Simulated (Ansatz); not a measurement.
Species: C$_{6}$H$_{6}$N (charge 0, doublet). It need not be the lowest isomer of its formula. 
Coordinates optimised at B3LYP-D3(BJ)/def2-TZVP (Ansatz, an electronic-structure program):
```xyz
13

C     -2.3216     0.3709     0.1879
C     -0.8494     0.1328     0.0710
C     -0.0066     0.9190    -0.7053
C      1.3569     0.6301    -0.7610
C      1.8684    -0.4420    -0.0409
C      0.9274    -1.1490     0.6945
N     -0.3237    -0.9040     0.7611
H     -2.8741    -0.5102    -0.1442
H     -2.6357     1.2276    -0.4068
H     -2.5940     0.5467     1.2303
H     -0.4125     1.7522    -1.2632
H      2.0150     1.2427    -1.3661
H      2.9167    -0.7015    -0.0549
```
Charge 0, spin multiplicity 2.

Total electronic energies in hartree. Correlated levels leave the core frozen unless marked. Open shells are spin-unrestricted. Spin-orbit coupling is left out. Non-relativistic unless marked X2C. Basis-set limits of correlation are two-point, X^-3; Hartree-Fock from the larger set. The program attaches cautions to a run behind MP2/STO-3G: large difference.

The UHF reference is spin-contaminated (<S^2> 0.51 over the pure value in the largest basis). 

| level | program | energy (Eh) |
|---|---|---|
| PBE/def2-TZVPD | Ansatz | -286.66471 |
| PBE0/6-31G* | Ansatz | -286.58624 |
| r2SCAN0/def2-TZVPD | Ansatz | -286.83191 |
| PBE-QIDH/def2-TZVPD | Ansatz | -286.62979 |
| MP2/STO-3G | Ansatz | -281.90708 |
| CCSD/cc-pwCVTZ | Ansatz | -286.34964 |
| CCSD/CBS(cc-pVTZ,cc-pVQZ) | Ansatz | -286.4536 |
| X2C-CCSD(T)/cc-pVTZ-DK | Ansatz | -286.51268 |
| CCSD(T)/CBS(cc-pVTZ,cc-pVQZ) | Ansatz | -286.5237 |

Totals of different functionals don't rank their quality; only differences between species are comparable.
